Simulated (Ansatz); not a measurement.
`CC(C)(N)CN` + `[NH2][AlH][NH2]` → `C[NH][AlH][NH2]` + `CC(N)CN`  (substitution at a C–C bond)

Program: Ansatz. Geometries: PBE0-D4/def2-TZVP. ΔE: electronic, gas phase. CCSD(T)/CBS is the MP2 limit (def2-TZVPP, def2-QZVPP) plus CCSD(T) − MP2 in def2-TZVPP, frozen cores. This one scheme is used for every species. DFT in def2-TZVPP. B3LYP here is the variant with VWN-RPA as its local correlation; programs differ in this. Each species was taken in one conformer, which may not be the lowest.

`CC(C)(N)CN`:

```xyz
18

C    -0.019   -1.216   -0.885
C     0.247    0.069   -0.117
C     1.683    0.079    0.401
N    -0.038    1.193   -1.011
C    -0.711    0.201    1.081
N    -2.125    0.230    0.777
H    -1.036   -1.228   -1.282
H     0.670   -1.312   -1.729
H     0.119   -2.089   -0.243
H     1.875   -0.765    1.070
H     2.394    0.021   -0.427
H     1.886    0.999    0.957
H     0.276    2.061   -0.591
H     0.468    1.090   -1.883
H    -0.452    1.130    1.607
H    -0.515   -0.612    1.786
H    -2.453   -0.689    0.512
H    -2.269    0.837   -0.023
```

`[NH2][AlH][NH2]`:

Cartesian coordinates in Å:
```
N -0.313 -0.342 1.490
Al -0.516 0.256 -0.163
N 0.797 0.102 -1.338
H 0.507 -0.786 1.869
H -1.029 -0.279 2.195
H -1.879 0.931 -0.591
H 1.701 -0.308 -1.174
H 0.731 0.426 -2.289
```

`C[NH][AlH][NH2]`:

Z-matrix (Å, degrees):
```
C
N 1 1.445
H 1 1.097 2 112.6
H 1 1.097 2 112.6 3 121.8
H 1 1.093 2 110.2 3 -119.1
Al 2 1.771 1 129.3 3 118.4
H 2 1.009 1 112.0 3 -61.4
N 6 1.770 2 120.2 1 0.0
H 6 1.580 2 119.6 1 179.9
H 8 1.007 6 123.3 2 179.8
H 8 1.006 6 126.7 2 -0.2
```

`CC(N)CN`:

Cartesian coordinates in Å:
```
C 1.398 -0.315 -0.420
C 0.020 -0.649 0.116
N -0.904 -0.806 -1.002
C -0.529 0.442 1.041
N -0.703 1.752 0.447
H 2.106 -0.157 0.397
H 1.364 0.588 -1.034
H 1.784 -1.126 -1.043
H 0.104 -1.567 0.722
H -1.785 -1.196 -0.687
H -0.529 -1.439 -1.697
H -1.502 0.106 1.421
H 0.123 0.532 1.915
H 0.194 2.192 0.285
H -1.142 1.641 -0.461
```

Q: Is it downhill or uphill in electronic energy at CCSD(T)/CBS, and by how much? (Estimate.)

A: Ansatz gave: Uphill: ΔE = +59.4 kJ/mol.

Q: What do these levels give: PBE-D4, B3LYP-D4, r2SCAN0-D4, ωB97X-V, revPBE, BLYP, r2SCAN, BHLYP, RPA@PBE/def2-TZVPP, CCSD(T)/def2-SVP, MP2/def2-QZVPP, MP2/CBS(def2)? (An estimate is asked.)

A: Ansatz gave: PBE-D4 49.9, B3LYP-D4 49.0, r2SCAN0-D4 56.3, ωB97X-V 53.7, revPBE 41.6, BLYP 40.2, r2SCAN 54.9, BHLYP 46.8, RPA@PBE/def2-TZVPP 53.2, CCSD(T)/def2-SVP 52.2, MP2/def2-QZVPP 63.8, MP2/CBS(def2) 64.5 kJ/mol.

Largest T1 diagnostic among the species: 0.010.

Leaving LDA and LC-ωPBE aside and taking each functional with its dispersion term where it has one, the values, not all of them listed here, spread over 10.0 kJ/mol, from BLYP-D4 to B97M-V. LDA lies +10.7 kJ/mol from PBE without D4. In def2-TZVPP, CCSD(T) changes the Hartree–Fock value by +14.6 kJ/mol (the triples alone add +2.1 kJ/mol) and MP2 by +19.7 kJ/mol. At CCSD(T), def2-SVP lies −7.2 kJ/mol from the extrapolated value and def2-TZVPP −1.7 kJ/mol.
